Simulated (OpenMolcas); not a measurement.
## Co3+: from CASSCF to CASPT2

* Program: OpenMolcas
* Basis: ANO-L-VDZP [5s4p2d1f]
* Scalar Hamiltonian: non-relativistic, point nucleus
* Active space: 6 electrons in 5 orbitals (3d)
* State averaging: 2S+1 = 5 even, 5 roots; 2S+1 = 3 even, 45 roots; 2S+1 = 1 even, 50 roots
* Spin-orbit coupling: state interaction with AMFI integrals over the reference wave functions, term energies averaged over their components

Methods on the same reference wave functions:
A. CASSCF
B. SS-CASPT2, IPEA 0.25 Eh, imaginary shift 0.1 Eh (closed shells correlated: 3s 3p)
C. MS-CASPT2, IPEA 0.25 Eh, imaginary shift 0.1 Eh (closed shells correlated: 3s 3p)

Energies in eV above 3d6 5D4, the measured ground level; measured values from Sugar and Corliss, J. Phys. Chem. Ref. Data 10, 1097 (1981).

```
     Level       A       B       C  Measured
   3d6 5D4  0.0000  0.0000  0.0000    0.0000
   3d6 5D3  0.0810  0.0814  0.0814    0.0792
   3d6 5D2  0.1378  0.1376  0.1376    0.1336
   3d6 5D1  0.1743  0.1736  0.1736          
   3d6 5D0  0.1923  0.1911  0.1912    0.1852
   3d6 3H6  3.2319   3.153   3.153    2.9359
   3d6 3H5  3.2731   3.192   3.192    2.9796
   3d6 3H4  3.3030   3.216   3.216    3.0093
3d6 3P2(1)  3.5259   2.905   2.905    2.8372
3d6 3F4(1)  3.6969   3.316   3.314    3.1487
3d6 3F3(1)  3.7431   3.355   3.354    3.1908
3d6 3P1(1)  3.7628   3.142   3.142    3.0660
3d6 3F2(1)  3.7775   3.383   3.384    3.2197
3d6 3P0(1)  3.8593   3.239   3.239    3.1552
   3d6 3G5  4.0824   3.869   3.870    3.5982
   3d6 3G4  4.1593   3.939   3.939    3.6690
   3d6 3G3  4.1918   3.971   3.971    3.7031
   3d6 1I6  4.8735   4.785   4.785    4.4563
3d6 1G4(1)  5.1486   4.838   4.836    4.5481
   3d6 3D1  5.2797   4.846   4.846          
   3d6 3D2  5.2832   4.845   4.844          
   3d6 3D3  5.3063   4.872   4.873    4.5322
3d6 1S0(1)  5.9802   5.406   5.394    5.1381
3d6 1D2(1)  6.3957   5.578   5.577    5.2497
```

Deviations, from unrounded energies. A percentage is the sum of absolute deviations over the sum of measured energies, with the sign that they share, or ± where signs differ.

| Against measurement | Levels | A | B | C |
| --- | --- | --- | --- | --- |
| mean absolute deviation (cm-1) | 20 | 4000 | 1500 | 1500 |
| fine structure of the ground term (%) | 3 | +3.3 | +3.0 | +3.1 |
| other terms of the ground configuration (%) | 17 | +15.8 | +6.0 | +5.9 |

B, C lie about equally close to measurement and A furthest from it. The largest miss of C in the table is 3d6 3D3, by +2700 cm-1. The ranking rests on the paired levels alone, and a cruder setting can come out closer through cancelling errors.

Between B and C the level of the table that moves most is 3d6 1S0(1), by 100 cm-1 (lowest in C, highest in B). Moves below CASPT2's spread within the term are not significant.

The two smallest mean deviations differ by little beside CASPT2's spread within terms, so their order carries little weight.

From A to B the spin-free energies of the other terms of 3d6 shown, above 5D, scale by factors of 0.82 to 0.98.

The lowest spin-free term lies below A's lowest term by 0.207 hartree in B, 0.207 hartree in C.

Term energies are means over components that CASPT2 splits; among the terms shown or strongly mixed into the levels shown the widest spread is 810 cm-1 (3d6 1I, C). The basis is small and was not contracted for so high a charge. Without dynamic correlation excited terms often stand tens of per cent too high (terms of higher spin than the ground term too low), and those without a measured partner can miss by more than the paired ones (holds for A). Some levels mix across a computed gap that differs much from the measured one, so their mixing is not that of the real levels (holds for B; C). The CASPT2 spread within a term exceeds the gap to the next term for 3d6 1I and 3d6 1G(1), so the order of their levels is uncertain (holds for C). Measured partners are found by configuration, term and J. A level has none where our copy of the source lacks it or the pairing is in doubt (some pairs that miss far off the trend of their configuration count as doubtful), and it then counts in no deviation. Only configurations of the active space appear. The table leaves out levels that lie high or whose names do not pair safely across all columns.

A number in round brackets counts repeated terms of one configuration in the order of the reference energies.
